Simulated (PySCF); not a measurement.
B3LYP has the VWN-RPA correlation part, as in Gaussian. 

Cartesian coordinates (Å):
SMILES: C=NC#N
```xyz
6

C     -0.9507    -0.0506    -0.0826
N      0.1556    -0.5168    -0.5025
C      1.3165    -0.0278    -0.0563
N      2.3721     0.3209     0.2628
H     -1.8665    -0.4811    -0.4751
H     -1.0271     0.7554     0.6480
```
Charge 0, spin multiplicity 1.

Q: Give the LUMO, total energy and HOMO–LUMO gap at the level B3LYP-D3(BJ)/def2-TZVP run with PySCF.

A: 
```yaml
LUMO: -2.77 eV
total_energy: -186.9430 Ha
HOMO–LUMO gap: 5.56 eV
```
